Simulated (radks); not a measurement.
Values are calculated unless marked as measured or tabulated.
Spin polarisation of the 2s1 shell in the boron ion B2+. Start: [He] 2s(up 0.5, down 0.5); electrons of 2s are moved from spin down to spin up, other shells keep equal spins. Code: a radial shooting solver on a logarithmic mesh with Libxc functionals. Model: scalar-relativistic Kohn-Sham, r2SCAN, spin-polarised, spherical densities, finite nucleus; meta-GGA in the generalised Kohn-Sham scheme; Fermi nuclear charge, rms radius of each element as measured or else 0.836 A^(1/3) + 0.57 fm.

| moment (Bohr magnetons) | E - E(0) (eV) | e(2s up) (eV) | e(2s down) (eV) | 1s down minus up (eV) |
|---|---|---|---|---|
| 0 | 0.000 | -31.382 | -31.382 | 0.000 |
| 0.25 | -0.071 | -31.899 | -30.754 | 0.164 |
| 0.5 | -0.290 | -32.339 | -29.957 | 0.331 |
| 0.75 | -0.674 | -32.700 | -28.939 | 0.495 |

At moment 0.75 the spin-polarisation energy is -0.674 eV and the 2s exchange splitting 3.761 eV, that is 5.014 eV per Bohr magneton; E = -I m^2/4 would give I = 4.789 eV.
